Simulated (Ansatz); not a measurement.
Mg₅O₄⁺. Total charge 1; doublet. Geometry r2SCAN-D4/def2-SVP.

```xyz
9

Mg    0.846   -1.386    0.814
Mg   -1.302   -0.948   -0.839
Mg   -0.838    0.582    1.244
Mg    2.009    0.879   -0.149
Mg   -0.091    1.307   -1.765
O     1.144    0.427    1.460
O     0.783   -0.439   -1.134
O    -1.526    0.971   -0.594
O    -1.025   -1.395    0.963
```

Another isomer (doublet) lies 0.29 eV lower at PBE0-D4/def2-TZVP; other spin states weren't run for this one.

(1) Estimate the α-spin orbital energies around the gap (eV) in Ansatz with LDA (SPW92)/def2-TZVP, PBE-D4/def2-SVP, PBE-D4/def2-TZVP, BLYP-D4/def2-TZVP, r2SCAN-D4/def2-TZVP.

Results:

(1) 
```csv
orbital,LDA (SPW92)/def2-TZVP,PBE-D4/def2-SVP,PBE-D4/def2-TZVP,BLYP-D4/def2-TZVP,r2SCAN-D4/def2-TZVP
HOMO−5,-10.31,-10.08,-10.04,-9.93,-10.16
HOMO−4,-10.15,-9.93,-9.88,-9.78,-10.00
HOMO−3,-9.72,-9.47,-9.45,-9.37,-9.61
HOMO−2,-9.64,-9.40,-9.39,-9.30,-9.54
HOMO−1,-9.42,-9.18,-9.16,-9.09,-9.32
HOMO,-8.48,-8.41,-8.34,-8.21,-8.40
LUMO,-6.69,-6.57,-6.50,-6.45,-6.28
LUMO+1,-6.52,-6.43,-6.36,-6.33,-5.92
LUMO+2,-5.74,-5.66,-5.57,-5.59,-5.05
LUMO+3,-5.34,-5.21,-5.16,-5.08,-4.83
LUMO+4,-5.08,-4.99,-4.93,-4.91,-4.34
LUMO+5,-4.12,-3.91,-3.96,-3.80,-3.53
β HOMO,-9.38,-9.14,-9.13,-9.05,-9.28
β LUMO,-7.81,-7.60,-7.53,-7.56,-7.00
```
